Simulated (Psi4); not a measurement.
ethylene (C₂H₄), singlet, geometry from GFN2-xTB; Psi4 1.11 with HF/6-31G.

Psi4 was given this input:
```
memory 2 GB

molecule mol {
0 1
  C    -0.013287   -0.006567    0.658005
  C     0.013287    0.006567   -0.658005
  H    -0.020896    0.901691    1.238223
  H    -0.028738   -0.926221    1.219823
  H     0.028738    0.926221   -1.219823
  H     0.020896   -0.901691   -1.238223
}

set basis 6-31g
set reference uhf
set stability_analysis follow
set scf_type pk

energy('scf')
print_variables()
```

It wrote (shortened):

```
   => Loading Basis Set <=

    Name: 6-31G
    Role: ORBITAL
    Keyword: BASIS

         ---------------------------------------------------------
                                   SCF
               by Justin Turney, Rob Parrish, Andy Simmonett
                          and Daniel G. A. Smith
                              UHF Reference
         ---------------------------------------------------------

  ==> Geometry <==

    Molecular point group: ci
    Full point group: Ci

    Geometry (in Angstrom), charge = 0, multiplicity = 1:

       Center              X                  Y                   Z               Mass
    ------------   -----------------  -----------------  -----------------  -----------------
         C           -0.013287000000    -0.006567000000     0.658005000000    12.000000000000
         C            0.013287000000     0.006567000000    -0.658005000000    12.000000000000
         H           -0.020896000000     0.901691000000     1.238223000000     1.007825032230
         H           -0.028738000000    -0.926221000000     1.219823000000     1.007825032230
         H            0.028738000000     0.926221000000    -1.219823000000     1.007825032230
         H            0.020896000000    -0.901691000000    -1.238223000000     1.007825032230

  Running in ci symmetry.

  Rotational constants: A =      5.00552  B =      1.02236  C =      0.84896 [cm^-1]
  Rotational constants: A = 150061.57294  B =  30649.60482  C =  25451.26409 [MHz]
  Nuclear repulsion =   33.666519861853764

  Charge       = 0
  Multiplicity = 1
  Electrons    = 16
  Nalpha       = 8
  Nbeta        = 8

  ==> Algorithm <==

  SCF Algorithm Type is PK.
  DIIS enabled.
  MOM disabled.
  Fractional occupation disabled.
  Guess Type is SAD.
  Energy threshold   = 1.00e-06
  Density threshold  = 1.00e-06
  Integral threshold = 1.00e-12

  ==> Primary Basis <==

  Basis Set: 6-31G
    Blend: 6-31G
    Number of shells: 18
    Number of basis functions: 26
    Number of Cartesian functions: 26
    Spherical Harmonics?: false
    Max angular momentum: 1

  ==> Integral Setup <==

  Using in-core PK algorithm.
   Calculation information:
      Number of atoms:                   6
      Number of AO shells:              18
      Number of primitives:             44
      Number of atomic orbitals:        26
      Number of basis functions:        26

      Integral cutoff                 1.00e-12
      Number of threads:                 1

  Performing in-core PK
  Using 123552 doubles for integral storage.
  We computed 14706 shell quartets total.
  Whereas there are 14706 unique shell quartets.

  ==> DiskJK: Disk-Based J/K Matrices <==

    J tasked:                  Yes
    K tasked:                  Yes
    wK tasked:                  No
    Schwarz Cutoff:          1E-12

  Minimum eigenvalue in the overlap matrix is 1.7238585060E-02.
  Reciprocal condition number of the overlap matrix is 3.8594207117E-03.
    Using symmetric orthogonalization.

  ==> Pre-Iterations <==

  SCF Guess: Superposition of Atomic Densities via on-the-fly atomic UHF (no occupation information).

   -------------------------
    Irrep   Nso     Nmo
   -------------------------
     Ag        13      13
     Au        13      13
   -------------------------
    Total      26      26
   -------------------------

  ==> Iterations <==

                        Total Energy        Delta E     RMS |[F,P]|

   @UHF iter SAD:   -77.34394343313426   -7.73439e+01   0.00000e+00
   @UHF iter   1:   -77.96735617179738   -6.23413e-01   1.29772e-02 DIIS/ADIIS
   @UHF iter   2:   -78.00078099370832   -3.34248e-02   4.22337e-03 DIIS/ADIIS
   @UHF iter   3:   -78.00419648755020   -3.41549e-03   7.36206e-04 DIIS/ADIIS
   @UHF iter   4:   -78.00437170761447   -1.75220e-04   7.78160e-05 DIIS
   @UHF iter   5:   -78.00437388021162   -2.17260e-06   5.68758e-06 DIIS
   @UHF iter   6:   -78.00437389186393   -1.16523e-08   9.41381e-07 DIIS
  Energy and wave function converged.

    Wavefunction stable under totally symmetric rotations.
    Lowest totally symmetric eigenvalue: 0.313373
    Lowest UHF->UHF stability eigenvalues:
      Au -0.001887       Ag 0.313373

    Stability analysis over.

  ==> Post-Iterations <==

   @Spin Contamination Metric:   1.065814104E-14
   @S^2 Expected:                0.000000000E+00
   @S^2 Observed:                1.065814104E-14
   @S   Expected:                0.000000000E+00
   @S   Observed:                0.000000000E+00

    Orbital Energies [Eh]
    ---------------------

    Alpha Occupied:

[...]
    Alpha Virtual:

[...]
    Beta Occupied:

[...]
    Beta Virtual:

[...]
    Final Occupation by Irrep:
             Ag    Au
    DOCC [     4,    4 ]
    SOCC [     0,    0 ]
    NA   [     4,    4 ]
    NB   [     4,    4 ]

  @UHF Final Energy:   -78.00437389186393

   => Energetics <=

    Nuclear Repulsion Energy =             33.6665198618537644
    One-Electron Energy =                -170.5583024531825913
    Two-Electron Energy =                  58.8874086994648849
    Total Energy =                        -78.0043738918639349

  UHF NO Occupations:
  HONO-2 :    3 Au 2.0000000
  HONO-1 :    4 Au 2.0000000
  HONO-0 :    4 Ag 2.0000000
  LUNO+0 :    5 Au 0.0000000
  LUNO+1 :    5 Ag 0.0000000
  LUNO+2 :    6 Au 0.0000000
  LUNO+3 :    7 Au 0.0000000

Computation Completed

Properties will be evaluated at   0.000000,   0.000000,   0.000000 [a0]

Properties computed using the SCF density matrix

 Multipole Moments:

 ------------------------------------------------------------------------------------
     Multipole            Electronic (a.u.)      Nuclear  (a.u.)        Total (a.u.)
 ------------------------------------------------------------------------------------

 L = 1.  Multiply by 2.5417464519 to convert [e a0] to [Debye]
 Dipole X            :          0.0000000            0.0000000            0.0000000
 Dipole Y            :          0.0000000            0.0000000            0.0000000
 Dipole Z            :          0.0000000           -0.0000000           -0.0000000
 Magnitude           :                                                    0.0000000

 ------------------------------------------------------------------------------------

  Variable Map:
  ----------------------------------------------------------------------------
[...]
[...]
```
